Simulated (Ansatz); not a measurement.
Problem. Name a neutral molecule of F, N, O, Si and H with HOMO energy (ωB97M-V/def2-TZVPP) between -10.15 and -9.85 eV and LUMO energy (PBE0/def2-TZVPP) between -0.40 and -0.10 eV (Ansatz, PBE0-D4/def2-TZVP geometry).

Solution. `N[SiH](O)[Si](N)(F)F` (-10.14 eV, -0.10 eV). Other molecules can fit too; these were computed, each in one conformer that needn't be the lowest.
